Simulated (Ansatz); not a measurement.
Consider the cleavage of the Si–Si bond: `C=C[SiH2][SiH](O)O` + `O[SiH3]` → `C=C[SiH2]O[SiH3]` + `O[SiH2]O`.

Program: Ansatz. Geometries: PBE0-D4/def2-TZVP. ΔE: electronic, gas phase. CBS: MP2 limit from def2 TZ/QZ plus the TZ coupled-cluster correction, frozen cores. Functionals use def2-TZVPP. B3LYP here is the variant with VWN-RPA as its local correlation; programs differ in this. One conformer a species, not always the lowest.

`C=C[SiH2][SiH](O)O`:

```xyz
14

C    -1.078    0.860    1.844
C     0.124    0.304    1.975
Si    1.107   -0.422    0.565
Si    0.100    0.053   -1.501
O     0.991   -0.790   -2.601
O    -1.502   -0.347   -1.532
H    -1.616    1.269    2.695
H    -1.583    0.929    0.885
H     0.561    0.269    2.973
H     1.225   -1.900    0.740
H     2.495    0.123    0.586
H     0.079    1.499   -1.844
H     0.835   -0.613   -3.530
H    -1.738   -1.234   -1.254
```

`O[SiH3]`:

Z-matrix (Å, degrees):
```
Si
O 1 1.648
H 1 1.489 2 111.7
H 1 1.489 2 111.7 3 120.9
H 1 1.481 2 105.9 3 -119.6
H 2 0.957 1 117.9 3 -60.5
```

`C=C[SiH2]O[SiH3]`:

```xyz
13

C     1.468    1.097   -1.092
C     0.223    1.556   -1.005
Si   -1.039    0.848    0.151
O    -0.385   -0.395    0.990
Si   -0.176   -2.012    1.067
H     2.197    1.521   -1.777
H     1.815    0.274   -0.473
H    -0.067    2.387   -1.648
H    -2.222    0.367   -0.617
H    -1.495    1.876    1.121
H    -0.405   -2.464    2.461
H    -1.128   -2.702    0.157
H     1.214   -2.352    0.665
```

`O[SiH2]O`:

Cartesian coordinates in Å:
```
O -1.424 -0.095 0.260
Si 0.167 -0.399 -0.009
O 1.063 0.957 -0.240
H -1.660 0.365 1.066
H 0.801 -1.047 1.162
H 0.166 -1.260 -1.215
H 0.887 1.479 -1.024
```

| level | ΔE (kJ/mol) |
| --- | --- |
| B3LYP-D4 | -122.9 |
| r2SCAN | -118.1 |
| PBE0 | -107.1 |
| MP2/def2-TZVPP | -130.9 |
| CCSD(T)/def2-TZVPP | -124.1 |
| MP2/def2-QZVPP | -132.3 |
| SCS-MP2/def2-QZVPP | -137.0 |
| CCSD/CBS(def2) | -129.6 |

(1) What does CCSD(T)/CBS give? (Best estimate.)

Largest T1 diagnostic among the species: 0.013.

## Answers

(1) Computed: -124.8 kJ/mol. The listed levels differ from it by 1.9, 6.7, 17.7, -6.1, 0.7, -7.5, -12.2, -4.8 kJ/mol.

In def2-TZVPP, CCSD(T) changes the Hartree–Fock value by +31.1 kJ/mol (the triples alone add +4.8 kJ/mol) and MP2 by +24.3 kJ/mol. From PBE to PBE0 (25 % exact exchange), in def2-TZVPP and without D4, ΔE moves by −10.7 kJ/mol.
